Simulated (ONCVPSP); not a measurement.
# What one change does to a pseudopotential (N (Z = 7), ONCV)

```json
{
  "Element": "nitrogen (N)",
  "Generator": "ONCVPSP 4.0.1",
  "Type": "optimised norm-conserving Vanderbilt (ONCV)",
  "Functional": "revPBE",
  "Relativity": "scalar-relativistic",
  "Frozen core": "[He]",
  "Valence charge": "5",
  "Reference configuration": "2s2 2p1 (charge +2)",
  "Partial waves": "2s: rc 0.85 bohr, ncon 4, nbas 7, qcut 7.1 1/bohr, 2 projectors, debl 1.3 Ha; 2p: rc 2.05 bohr, ncon 4, nbas 9, qcut 6.7 1/bohr, 3 projectors, debl 3 Ha",
  "Local potential": "polynomial inside 0.75 bohr (lpopt 5, dvloc0 6 Ha)",
  "Core correction": "none"
}
```

In the s channel the program set the typed energies aside and used -1.809, 0.250 Ha.

All-electron outer shells of the reference configuration (revPBE, scalar-relativistic, ld1.x):

```csv
shell,level (eV),outermost node (bohr),outermost maximum (bohr)
1s,-424.13,–,0.15
2s,-49.21,0.32,0.96
2p,-37.43,–,0.86
```

Change: functional PBE. In the s channel the program set the typed energies aside and used -1.807, 0.250 Ha.

Cutoffs: the cutoffs (Ha) at which the residual kinetic energy of the hardest occupied pseudo-wave falls to 1 and 0.1 mHa per electron; they do not see the model core or the augmentation charge, which bear on the density cutoff. Errors are all-electron minus pseudo energies relative to the spin-unpolarised reference configuration.

Question: How do hardness, ghosts and transferability respond?

Answer: The potential gets neither clearly harder nor softer (50 Ha and 133 Ha → 50 Ha and 133 Ha); the errors of the 4 common tests hardly move; neither file shows a bound ghost.

| quantity | base | changed |
| --- | --- | --- |
| cutoff, loose | 50 Ha | 50 Ha |
| cutoff, tight | 133 Ha | 133 Ha |
| loose cutoff by channel | s 50 Ha, p 16 Ha | s 50 Ha, p 16 Ha |
| bound ghosts | none | none |
| GHOST(+) flags under 300 eV | none | none |
| error for 2s2 2p3, meV [ΔE -42.32 → -42.44 eV] | +571 | +601 |
| error for 2s2 2p2, meV [ΔE -28.79 → -28.85 eV] | +233 | +246 |
| error for 2s2 2p0, meV [ΔE 46.97 → 47.08 eV] | +484 | +514 |
| error for 2s1 2p0, meV [ΔE 124.82 → 124.90 eV] | +1113 | +1219 |
| s: phases at 0.86 bohr within 0.05 rad from the reference energy up to (Ha; the scan ends near 5) | to the end of the scan | to the end of the scan |
| p: phases at 2.08 bohr within 0.05 rad from the reference energy up to (Ha; the scan ends near 5) | to the end of the scan | to the end of the scan |
